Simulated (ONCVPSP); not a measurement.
platinum: variants of one ONCV potential

Base potential:

- Element: platinum (Pt)
- Generator: ONCVPSP 4.0.1
- Type: optimised norm-conserving Vanderbilt (ONCV)
- Functional: PW91
- Relativity: scalar-relativistic
- Frozen core: [Xe]
- Valence charge: 24
- Reference configuration: 4f14 5d9 6s1
- Partial waves: 6s: rc 2.30 bohr, ncon 4, nbas 8, qcut 2.9 1/bohr, 2 projectors, debl 0.8 Ha; p scattering state at 0.39 Ha: rc 2.25 bohr, ncon 4, nbas 8, qcut 3.7 1/bohr, 2 projectors, debl 2.4 Ha; 5d: rc 1.35 bohr, ncon 4, nbas 9, qcut 7.9 1/bohr, 2 projectors, debl 3.6 Ha; 4f: rc 0.75 bohr, ncon 3, nbas 6, qcut 19.5 1/bohr, 3 projectors, debl 3.8 Ha
- Local potential: polynomial inside 0.55 bohr (lpopt 1, dvloc0 3 Ha)
- Core correction: none

All-electron outer shells of the reference configuration (PW91, scalar-relativistic, ld1.x):

| shell | level (eV) | outermost node (bohr) | outermost maximum (bohr) |
| --- | --- | --- | --- |
| 4f | -70.18 | – | 0.38 |
| 5p | -56.09 | 0.53 | 0.98 |
| 5d | -6.20 | 0.57 | 1.26 |
| 6s | -5.73 | 1.14 | 2.38 |

Cutoffs, loose and tight: the cutoffs (Ha) at which the residual kinetic energy of the hardest occupied pseudo-wave falls to 1 and 0.1 mHa per electron. They do not see the model core or the augmentation charge, which bear on the density cutoff. Test errors are all-electron minus pseudo excitation energies from the reference, over the configurations 4f14 5d9 6s0; 4f14 5d8 6s0; 4f14 5d7 6s0; 4f14 5d8 6s1. A dash means not determined; rows that change the core or the reference have their own tests.

1 further variants are left out, since the program set their typed debl aside.

A true bound ghost makes a file unfit for plane-wave use even where its test errors are small: the radial tests pick states by their node count and pass the ghost by.

```csv
change,outcome,"cutoff, loose","cutoff, tight",bound ghosts,GHOST(+) flags above zero,largest test error (meV)
base,generated,189 Ha,430 Ha,"s, p","p, d",+19
d: rc 1.5,generated,189 Ha,430 Ha,"s, p","p, d",+18
s: nbas 9,generated,189 Ha,430 Ha,"s, p","p, d",+18
"local potential polynomial inside 0.55 bohr (lpopt 1, dvloc0 -1 Ha)",generated,189 Ha,430 Ha,"s, p","p, d",+19
p: nproj 3,generated,189 Ha,430 Ha,"s, p","p, d",+19
s: qcut 2.3; p: qcut 2.9; d: qcut 6.3; f: qcut 15.5,generated,–,–,"s, p, f","p, d, f",-19
```

**Question.** What comes out with this change to the base: core [Kr] 4d10 4f14, valence charge 18; reference 5s2 5p6 5d9 6p1; waves now 5s: rc 0.95 bohr, ncon 4, nbas 8, qcut 6.2 1/bohr, 2 projectors, debl 1.5 Ha; 5p+6p: rc 1.60 bohr, ncon 3, nbas 7, qcut 10.1 1/bohr, 2 projectors; 5d: rc 1.55 bohr, ncon 4, nbas 7, qcut 7 1/bohr, 3 projectors, debl 3 Ha; local potential polynomial inside 0.60 bohr (lpopt 5, dvloc0 6 Ha)?

**Answer.** outcome: generated, projector energies reset by the program; cutoff, loose: 179 Ha; cutoff, tight: 206 Ha; bound ghosts: s, p; GHOST(+) flags above zero: d; largest test error (meV): -4.1 over the solved tests; 1 of 4 tests not solved or not reliable.
